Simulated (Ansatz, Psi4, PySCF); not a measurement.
silylphosphine (H$_{5}$PSi), singlet, at a GFN2-xTB geometry. Base run: B97M-V/6-31G** run with PySCF.

Geometry (Å):
```xyz
7

Si    -1.0585     0.0918     0.2216
P      1.0995    -0.0724    -0.3399
H     -1.7837    -0.8851    -0.5893
H     -1.4784     1.4549    -0.1000
H     -1.3063    -0.1727     1.6410
H      1.3205    -1.2674     0.3199
H      1.5735     0.6712     0.7254
```
Charge 0, spin multiplicity 1.
All else is at PySCF's defaults.

The same geometry, method and basis name were run in Ansatz (an electronic-structure program) and Psi4 and PySCF, at each program's defaults and at the settings that a row names. The base is PySCF at its defaults. Differences at the defaults can come from grids, fitting, cores and function types together.

```tsv
code and settings	ΔE vs base (mEh)	basis functions	E (Eh)	SCF cycles	dipole (D)
PySCF, defaults (exact integrals, its default grid, spherical functions)	0.000	61	-633.64319	8	0.92
Psi4, defaults (density fitting with its default set, its default grid, Cartesian functions)	[?]	63	[?]	8	0.92
Ansatz, defaults (factorised integrals, its default grid, Cartesian functions)	-2.887	63	-633.64607	-	-
PySCF, density fitting with def2-universal-jkfit	[?]	61	[?]	8	0.92
PySCF, fine grid	-0.003	61	-633.64319	8	0.92
Psi4, exact integrals, spherical functions, fine grid	-0.001	61	-633.64319	10	0.92
Ansatz, high accuracy, Cartesian functions as the basis file defines them	-2.884	63	-633.64607	-	-
```

Q: Complete the blanks.

A: 
- Psi4, defaults (density fitting with its default set, its default grid, Cartesian functions), ΔE vs base (mEh): -2.965
- Psi4, defaults (density fitting with its default set, its default grid, Cartesian functions), E (Eh): -633.64615
- PySCF, density fitting with def2-universal-jkfit, ΔE vs base (mEh): -0.060
- PySCF, density fitting with def2-universal-jkfit, E (Eh): -633.64325
